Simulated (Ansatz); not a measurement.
Cost and result up the ladder for `c1sc(-c2scc3c2OCCO3)c2c1OCCO2` (28 atoms). Charge 0, multiplicity 1. Geometry: PBE-D4/def2-SVP.

Ansatz on 2 threads of AMD EPYC 7R13 on a shared host and a share (18 GiB) of an NVIDIA H100 80GB HBM3. Times are rough, and most runs start from the orbitals of an earlier one. PBE0-D4/def2-TZVP serves as the yardstick here, not as an exact answer. Differences are given only for rows in sets of like size (and for xTB, whose basis is part of the method), since another set adds its own error. Binding counts from free atoms at the same level (C triplet, S triplet, O triplet, H doublet; other spins of the atoms weren't run), without zero-point energy or a counterpoise term.

B3LYP takes the VWN-RPA correlation. Correlated methods freeze 26 core orbitals. The rows differ in basis, and correlated rows in double-zeta sets carry the largest basis error. Single mean-field runs in def2-TZVP are fitted with def2-universal-jkfit.

Correlated methods converge slowly with the basis, most of all in double-zeta sets.

```
                            level  functions  wall time  binding energy per atom (eV)  difference from PBE0-D4/def2-TZVP (eV)                  remarks
                  PBE-D4/def2-SVP        310        4 s                          5.12                                       –                        –
                 PBE-D4/def2-TZVP        630      5.5 s                          5.04                                    0.15                        –
                 PBE0-D4/def2-SVP        310      5.5 s                          4.97                                       –                        –
r2SCAN-D4/def2-TZVP (with forces)        630        7 s                          4.85                                   -0.04                        –
 B3LYP-D4/def2-TZVP (with forces)        630        8 s                          4.79                                   -0.10                        –
                PBE0-D4/def2-TZVP        630        9 s                          4.89                                    0.00                        –
                 B97M-V/def2-TZVP        630        9 s                          4.82                                   -0.08                        –
                    MP2/def2-TZVP        630       11 s                          4.81                                   -0.08  restricted SCF unstable
                 CCSD(T)/def2-SVP        310       47 s                          4.58                                       –  restricted SCF unstable
```
